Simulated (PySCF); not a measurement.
A side-by-side comparison of computed properties.

First species: CH6AlN.
Atom-mapped SMILES: `[CH3:1][NH:2][AlH2:3]` (hydrogens: H4, H5, H6 on C1; H7 on N2; H8, H9 on Al3)

Second species: GaH2Br.
Cartesian coordinates in Å at the PBE0-D3(BJ)/def2-SVP level; atoms count from 1:
```xyz
4
BrGaH2 angstrom
Ga     0.1189    0.2073   -0.0024
H      1.6731    0.0838    0.0066
H     -0.7622    1.4940   -0.0274
Br    -1.0297   -1.7851    0.0233
```

Levels: CAM-B3LYP/def2-SVPD for dipole moment, HOMO energy, LUMO energy, HOMO–LUMO gap, static isotropic polarisability and electronic spatial extent ⟨r²⟩ about the centre of nuclear charge; TDDFT CAM-B3LYP/def2-SVPD for lowest singlet excitation; TDA CAM-B3LYP/def2-SVPD for lowest triplet excitation (Tamm–Dancoff); ΔSCF CAM-B3LYP/def2-SVPD for vertical ionisation energy; PBE0-D3(BJ)/def2-SVP for rotational constant A and rotational constant C. Geometries: PBE0-D3(BJ)/def2-SVP. Each structure is a single optimised conformer of the isolated species, non-relativistic unless stated. Electronic properties by PySCF.

Values for the first species:

| Item | Value |
| --- | --- |
| Dipole moment | 1.10 D |
| HOMO energy | -8.29 eV |
| LUMO energy | 0.26 eV |
| HOMO–LUMO gap | 8.55 eV |
| Lowest singlet excitation | 5.70 eV |
| Lowest triplet excitation (Tamm–Dancoff) | 4.63 eV |
| Static isotropic polarisability | 51.8 au |
| Vertical ionisation energy | 9.15 eV |
| Electronic spatial extent ⟨r²⟩ about the centre of nuclear charge | 315 bohr² |
| Rotational constant A | 36.275 GHz |
| Rotational constant C | 4.570 GHz |

**Question.** Estimate the same properties for the second species, and the change in each.

**Answer.** 
| property | first | second | second less first |
| --- | --- | --- | --- |
| dipole moment | 1.10 D | 1.95 D | +0.85 D |
| HOMO energy | -8.29 eV | -9.38 eV | -1.09 eV |
| LUMO energy | 0.26 eV | -1.07 eV | -1.33 eV |
| HOMO–LUMO gap | 8.55 eV | 8.31 eV | -0.24 eV |
| lowest singlet excitation | 5.70 eV | 4.89 eV | -0.81 eV |
| lowest triplet excitation (Tamm–Dancoff) | 4.63 eV | 4.65 eV | +0.02 eV |
| static isotropic polarisability | 51.8 au | 52.1 au | +0.3 au |
| vertical ionisation energy | 9.15 eV | 10.53 eV | +1.38 eV |
| electronic spatial extent ⟨r²⟩ about the centre of nuclear charge | 315 bohr² | 431 bohr² | +116 bohr² |
| rotational constant A | 36.275 GHz | 126.622 GHz | +90.347 GHz |
| rotational constant C | 4.570 GHz | 2.456 GHz | -2.114 GHz |

On the first: The principal polarisabilities are 43.7, 49.7 and 62.0 au; their mean is the isotropic value. The polarisability is 7.67 Å³ as a volume (1 au = 0.148185 Å³), or 1.62 au for each of the 32 electrons.

On the second: The vertical singlet–triplet gap S1 − T1 is 0.24 eV (TDDFT singlet less Tamm–Dancoff triplet; S1: HOMO→LUMO, weight 0.97; T1: HOMO→LUMO, weight 0.91). A dipole of 1.95 D is allowed in C2v, and pure rotational transitions are dipole-allowed. The calculation is non-relativistic and has no spin–orbit coupling, an omission that weighs most on bromine and gallium.
